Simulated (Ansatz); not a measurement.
Cost against result

Saddle point of BH₄O₃F, singlet (BH₂O₂F ([OH][B]([OH])[F]) + H₂O → BH₃O₃ ([OH][B]([OH])[OH]) + HF; bonds formed: B1–O6, F2–H5; bonds broken: B1–F2, H5–O6), PBE0-D4/def2-TZVP structure:

```csv
atom,x (Å),y (Å),z (Å)
B1,-0.1850,-0.0302,0.1845
F2,0.2087,1.4078,-0.6984
O3,-1.5111,-0.2988,-0.0238
O4,0.3152,0.0333,1.4593
H5,0.8670,0.4880,-1.0559
O6,0.8432,-0.6496,-0.7680
H7,-1.7906,-0.2309,-0.9374
H8,-0.3694,0.2015,2.1092
H9,1.6219,-0.9213,-0.2695
```

Barriers are electronic and count from the start structure reached by relaxing down the imaginary mode.

Program: Ansatz 0.2.0. Basis: as named in each row. Cores are frozen in the correlated methods. B3LYP uses VWN-RPA correlation. Extrapolation: Hartree–Fock as exp(−7.88 √X), correlation as X^−2.97.

Times are rough, for one single point on 4 threads of a shared host (Arm Neoverse V1).

The estimate by CCSD(T) at an estimated basis limit (MP2 extrapolated from triple and quadruple zeta, plus CCSD(T) − MP2 in triple zeta) is 122.8 kJ/mol.

```json
{"method": "HF", "basis": "STO-3G", "time (s)": "under 1", "barrier (kJ/mol)": "108.0", "method less estimate": "-14.9"}
{"method": "PBE-D4", "basis": "STO-3G", "time (s)": "under 1", "barrier (kJ/mol)": "-33.7", "method less estimate": "-156.5"}
{"method": "SPW92", "basis": "def2-SVP", "time (s)": "under 1", "barrier (kJ/mol)": "36.1", "method less estimate": "-86.7"}
{"method": "B3LYP-D4", "basis": "6-31G", "time (s)": "under 1", "barrier (kJ/mol)": "79.8", "method less estimate": "-43.0"}
{"method": "PBE-D4", "basis": "def2-SVP", "time (s)": "under 1", "barrier (kJ/mol)": "78.3", "method less estimate": "-44.5"}
{"method": "PBE0-D4", "basis": "def2-SVP", "time (s)": "under 1", "barrier (kJ/mol)": "91.5", "method less estimate": "-31.3"}
{"method": "SPW92", "basis": "def2-TZVPP", "time (s)": "under 1", "barrier (kJ/mol)": "59.3", "method less estimate": "-63.6"}
{"method": "PBE-D4", "basis": "def2-TZVPP", "time (s)": "1", "barrier (kJ/mol)": "98.5", "method less estimate": "-24.3"}
{"method": "BLYP-D4", "basis": "def2-TZVPP", "time (s)": "1", "barrier (kJ/mol)": "116.7", "method less estimate": "-6.1"}
{"method": "BHLYP-D4", "basis": "def2-TZVPP", "time (s)": "2", "barrier (kJ/mol)": "135.0", "method less estimate": "12.2"}
{"method": "PBE0-D4", "basis": "def2-TZVPP", "time (s)": "2", "barrier (kJ/mol)": "109.3", "method less estimate": "-13.6"}
{"method": "B3LYP-D4", "basis": "def2-TZVPP", "time (s)": "2", "barrier (kJ/mol)": "122.6", "method less estimate": "-0.2"}
{"method": "CAM-B3LYP-D4", "basis": "def2-TZVPP", "time (s)": "2", "barrier (kJ/mol)": "116.5", "method less estimate": "-6.4"}
{"method": "wB97M-V", "basis": "def2-SVP", "time (s)": "2", "barrier (kJ/mol)": "93.8", "method less estimate": "-29.0"}
{"method": "r2SCAN-D4", "basis": "def2-TZVPP", "time (s)": "3", "barrier (kJ/mol)": "106.5", "method less estimate": "-16.3"}
{"method": "r2SCAN0-D4", "basis": "def2-TZVPP", "time (s)": "3", "barrier (kJ/mol)": "113.6", "method less estimate": "-9.2"}
{"method": "B2PLYP", "basis": "def2-TZVPP", "time (s)": "3", "barrier (kJ/mol)": "122.5", "method less estimate": "-0.3"}
{"method": "CCSD(T)", "basis": "def2-SVP", "time (s)": "4", "barrier (kJ/mol)": "119.8", "method less estimate": "-3.0"}
{"method": "RPA on PBE", "basis": "def2-TZVPP", "time (s)": "4", "barrier (kJ/mol)": "119.1", "method less estimate": "-3.7"}
{"method": "PBE-QIDH", "basis": "def2-TZVPP", "time (s)": "4", "barrier (kJ/mol)": "114.4", "method less estimate": "-8.4"}
{"method": "wB97X-V", "basis": "def2-TZVPP", "time (s)": "5", "barrier (kJ/mol)": "115.0", "method less estimate": "-7.9"}
{"method": "B97M-V", "basis": "def2-TZVPP", "time (s)": "5", "barrier (kJ/mol)": "127.2", "method less estimate": "4.4"}
{"method": "wB97M-V", "basis": "def2-TZVPP", "time (s)": "6", "barrier (kJ/mol)": "113.8", "method less estimate": "-9.1"}
{"method": "MP2", "basis": "def2-QZVPP", "time (s)": "14", "barrier (kJ/mol)": "117.1", "method less estimate": "-5.7"}
{"method": "CCSD(T)", "basis": "def2-TZVPP", "time (s)": "96", "barrier (kJ/mol)": "120.8", "method less estimate": "-2.0"}
```

All methods are single points on the PBE0-D4 structures; a negative value means that the method puts the saddle structure below the start.

The T1 diagnostic stays at or below 0.012.

The step is the kind of ligand exchange by which a precursor binds to a hydroxyl group, or is hydrolysed, in atomic layer deposition of oxides.

Labels in which every atom is bracketed show which atoms are joined, not bond orders.
